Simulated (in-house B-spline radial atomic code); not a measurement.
B97-1 excitations of Au II (Au+)

Method: B97-1. Computed with an all-electron radial atomic-structure program (B-spline basis): linear response of the closed shell [Xe] 4f14 5d10 with the functional's adiabatic kernel; scalar-relativistic (spin-free one-electron X2C), finite nucleus, no spin-orbit coupling, no double excitations, S, P, D and F terms only; shells from n = 3 respond. Only terms of natural parity with L up to 3 were computed.

Spin-orbit coupling is strong here, so these LS terms don't match observed levels.

Command:
```bash
python run_td.py task.json out
```
Settings (radii: box in bohr, nucleus in fm):
```
Z                        79
electrons                78
configuration            [Xe] 4f14 5d10
hamiltonian              x2c
method                   b97_1
box_radius               41.61
rms_radius               5.4371
intervals                74
```

Run time, properties included: 16 s on 1 thread of Arm Neoverse N1 (shared host).

The lowest states, in the order of their Tamm-Dancoff energies; the method's threshold (minus the highest occupied level) is 16.591 eV. Labels give the largest channel, * marks a mixed state, and oscillator strengths are full-response dipole values. Semilocal kernels can invert the small singlet-triplet splittings of Rydberg terms. Energies in eV:

| state | full response | Tamm-Dancoff | oscillator strength |
| --- | --- | --- | --- |
| 5d → 6s 3D | 2.052 | 2.111 | - |
| 5d → 6s 1D | 2.864 | 2.930 | - |
| 5d → 6p 3P | 8.720 | 8.749 | - |
| 5d → 6p 3F | 8.813 | 8.832 | - |
| 5d → 6p 1F | 8.926 | 8.929 | - |
| 5d → 6p 1P | 9.629 | 9.741 | 0.692 |
| 5d → 7s 3D | 12.684 | 12.690 | - |
| 5d → 7s 1D | ? | ? | - |
| 5d → 6d 3S | 13.604 | 13.618 | - |
| 5d → 6d 3D | ? | ? | - |
| 5d → 7p 3P | 13.967 | 13.972 | - |
| 5d → 6d 1D | 13.987 | 13.991 | - |
| 5d → 7p 3F | 14.020 | 14.023 | - |
| 5d → 7p 1F | 14.090 | 14.090 | - |
| 5d → 7p 1P | 14.165 | 14.179 | 0.0354 |
| 5d → 6d 1S | 14.323 | 14.367 | - |
| 5d → 8s 3D | 14.791 | 14.792 | - |
| 5d → 8s 1D | 14.817 | 14.818 | - |

(1) Where does 5d → 7s 1D lie?

(2) Where does 5d → 6d 3D lie?

(3) How large is the singlet-triplet splitting of 5d → 6s (D terms) in Tamm-Dancoff?

(4) What polarisabilities and dispersion coefficient does the method give?

Results:

(1) At 12.830 eV in full response, 12.835 eV in Tamm-Dancoff.

(2) At 13.889 eV in full response, 13.893 eV in Tamm-Dancoff.

(3) 0.819 eV, from the unrounded values.

(4) Dipole 13.78 bohr³, quadrupole 129.1 bohr⁵, C6 102.8 hartree·bohr⁶ for two such species.
